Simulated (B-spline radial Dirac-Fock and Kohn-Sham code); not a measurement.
Kohn-Sham estimates against Dirac-Fock for the levels of Ru⁺

System: the Ru⁺ ion, [Kr] 4d6 5p1 (not the ground configuration).

The density-functional columns are spherical, spin-unpolarised Dirac-Kohn-Sham results without Breit or QED terms: −ε is minus the orbital energy of the initial state and ΔSCF the difference of two total energies. The reference in the last column comes from Dirac-Fock energy differences between relaxed states, corrected for Breit and QED terms. All numbers are from a B-spline atomic structure program, in eV; a selection of levels is shown. The Kohn-Sham columns are given as differences from the reference. For the 1s level of heavy atoms much of the gap between ΔSCF and the reference is the Breit and QED part, -63.3 eV here; for other levels the error of the functional can be larger.

| level | PBE −ε − DF | PBE ΔSCF − DF | Dirac-Fock |
| --- | --- | --- | --- |
| K | -202.0 | +86.0 | 22140.0 |
| L1 | -89.1 | -40.3 | 3253.6 |
| L2 | -66.4 | -5.5 | 2991.3 |
| L3 | -68.3 | -10.3 | 2862.3 |
| M1 | -43.6 | -26.9 | 611.3 |
| M2 | -34.3 | -17.3 | 509.2 |
| M3 | -34.0 | -17.5 | 486.7 |
| M4 | -18.4 | -0.6 | 306.6 |
| M5 | -18.6 | -0.9 | 302.5 |
| N1 | -14.2 | -6.6 | 103.0 |
| N2 | -9.2 | -2.0 | 70.34 |
| N3 | -9.2 | -2.2 | 66.94 |
| N4,5 | -4.3 | +1.6 | 20.94 |
| O2,3 | -1.9 | +0.9 | 9.63 |

Values without a named source are computed, but for edge energies of neutral atoms, which are taken from tables.
